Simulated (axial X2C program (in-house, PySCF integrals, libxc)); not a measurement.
**IrBr: the levels of the configuration d7 s1**

Computed with an axial X2C code built on PySCF integrals: two-component X2C with atomic mean-field Coulomb and Gaunt terms, basis Ir dyall-v2z, Br dyall-v2z (cores contracted in-house). Orbitals come from Hartree–Fock averaged over the configuration Ir d7 s1; CI then distributes these electrons over the d, s shells of Ir.

R = 2.499 Å (near the minimum of the configuration average).

Active spinors (ω > 0):

| shell | ω | ε (eV) | character |
| --- | --- | --- | --- |
| d | 3/2 | -10.36 | 99% Ir d |
| d | 1/2 | -9.74 | 90% Ir d, 5% Br p, 4% Ir s |
| d | 5/2 | -9.26 | 100% Ir d |
| d | 3/2 | -8.83 | 95% Ir d, 4% Br p |
| d | 1/2 | -8.63 | 84% Ir d, 13% Ir s |
| s | 1/2 | -3.94 | 56% Ir s, 28% Ir p, 8% Br p |

Lowest levels of this model:

```json
{"Ω": "5", "energy (cm⁻¹)": "0", "g∥": "13.89", "μ (D)": "-2.59", "configuration": "100% d7 s1"}
{"Ω": "4", "energy (cm⁻¹)": "416", "g∥": "10.93", "μ (D)": "-2.62", "configuration": "98% d7 s1"}
{"Ω": "3", "energy (cm⁻¹)": "766", "g∥": "8.05", "μ (D)": "-2.68", "configuration": "98% d7 s1"}
{"Ω": "2", "energy (cm⁻¹)": "983", "g∥": "5.32", "μ (D)": "-2.72", "configuration": "98% d7 s1"}
{"Ω": "1", "energy (cm⁻¹)": "1102", "g∥": "2.65", "μ (D)": "-2.72", "configuration": "99% d7 s1"}
{"Ω": "0", "energy (cm⁻¹)": "1145", "g∥": "0.00", "μ (D)": "-2.71", "configuration": "100% d7 s1"}
{"Ω": "4", "energy (cm⁻¹)": "4001", "g∥": "10.52", "μ (D)": "-2.79", "configuration": "88% d7 s1 + 12% d8"}
{"Ω": "0", "energy (cm⁻¹)": "4577", "g∥": "0.00", "μ (D)": "-2.91", "configuration": "88% d7 s1 + 12% d8"}
{"Ω": "1", "energy (cm⁻¹)": "4721", "g∥": "2.63", "μ (D)": "-2.78", "configuration": "93% d7 s1 + 7% d8"}
{"Ω": "3", "energy (cm⁻¹)": "4892", "g∥": "7.79", "μ (D)": "-2.66", "configuration": "98% d7 s1"}
{"Ω": "2", "energy (cm⁻¹)": "4913", "g∥": "5.38", "μ (D)": "-2.60", "configuration": "99% d7 s1"}
{"Ω": "3", "energy (cm⁻¹)": "7088", "g∥": "7.65", "μ (D)": "-2.85", "configuration": "86% d7 s1 + 14% d8"}
{"Ω": "2", "energy (cm⁻¹)": "7192", "g∥": "3.91", "μ (D)": "-2.85", "configuration": "87% d7 s1 + 12% d8"}
{"Ω": "1", "energy (cm⁻¹)": "7965", "g∥": "0.05", "μ (D)": "-2.93", "configuration": "87% d7 s1 + 12% d8"}
{"Ω": "4", "energy (cm⁻¹)": "8215", "g∥": "10.16", "μ (D)": "-4.03", "configuration": "58% d8 + 41% d7 s1"}
{"Ω": "0", "energy (cm⁻¹)": "8497", "g∥": "0.00", "μ (D)": "-2.59", "configuration": "97% d7 s1"}
{"Ω": "0", "energy (cm⁻¹)": "8664", "g∥": "0.00", "μ (D)": "-3.83", "configuration": "54% d7 s1 + 46% d8"}
{"Ω": "1", "energy (cm⁻¹)": "8839", "g∥": "2.68", "μ (D)": "-3.00", "configuration": "82% d7 s1 + 18% d8"}
{"Ω": "2", "energy (cm⁻¹)": "9247", "g∥": "5.91", "μ (D)": "-2.90", "configuration": "89% d7 s1 + 11% d8"}
{"Ω": "0", "energy (cm⁻¹)": "9921", "g∥": "0.00", "μ (D)": "-3.06", "configuration": "81% d7 s1 + 18% d8"}
{"Ω": "3", "energy (cm⁻¹)": "10020", "g∥": "7.42", "μ (D)": "-4.29", "configuration": "61% d8 + 38% d7 s1"}
{"Ω": "0", "energy (cm⁻¹)": "11114", "g∥": "0.00", "μ (D)": "-2.57", "configuration": "96% d7 s1"}
{"Ω": "0", "energy (cm⁻¹)": "11696", "g∥": "0.00", "μ (D)": "-3.51", "configuration": "67% d7 s1 + 32% d8"}
{"Ω": "0", "energy (cm⁻¹)": "13349", "g∥": "0.00", "μ (D)": "-4.18", "configuration": "50% d7 s1 + 48% d8"}
{"Ω": "4", "energy (cm⁻¹)": "14646", "g∥": "9.78", "μ (D)": "-3.51", "configuration": "75% d7 s1 + 24% d8"}
{"Ω": "5", "energy (cm⁻¹)": "20251", "g∥": "11.82", "μ (D)": "-2.47", "configuration": "100% d7 s1"}
{"Ω": "6", "energy (cm⁻¹)": "25245", "g∥": "13.99", "μ (D)": "-2.77", "configuration": "99% d7 s1"}
{"Ω": "5", "energy (cm⁻¹)": "25486", "g∥": "11.21", "μ (D)": "-2.85", "configuration": "99% d7 s1"}
```

g∥ is the magnitude of 2⟨Lz + ge Sz⟩ for the +Ω component. μ is positive if the Br end is positive.

Task: From Ω and g∥ of the lowest level, whose 2⟨Lz + ge Sz⟩ is positive, find ⟨Sz⟩ and ⟨Lz⟩ (ge = 2.0023).

Result: Ω = ⟨Lz⟩ + ⟨Sz⟩ = 5 and ⟨Lz⟩ + ge⟨Sz⟩ = 6.945, so ⟨Sz⟩ = 1.94 and ⟨Lz⟩ = 3.06.

Occupations of the active spinors in the lowest level by ω, shell by shell in order of energy: -5/2: 0.00; -3/2: 0.96 0.04; -1/2: 0.89 0.11 0.00; 1/2: 1.00 1.00 1.00; 3/2: 1.00 1.00; 5/2: 1.00. The leading determinant has weight 0.86 among 9.

This point took 0.83 s on 1 thread of Intel(R) Xeon(R) 6975P-C (Granite Rapids) (shared host).

Dynamic correlation is missing, so gaps between terms are too wide and other configurations may lie lower; the lowest level listed is that of this model, not necessarily the ground state. For d shells the ligand-field splittings (σ, π, δ) and their order can be off by a thousand cm⁻¹ or more. At most 4 roots were kept for each Ω > 0 (twice that for Ω = 0) within 3.2 eV of the lowest, so higher up levels can be missing between those listed; levels with Ω > 0 are doubly degenerate and listed once, Ω = 0 levels singly. Some active spinors are only partly of the character that their shell is named for, so the shell names and counts are nominal.
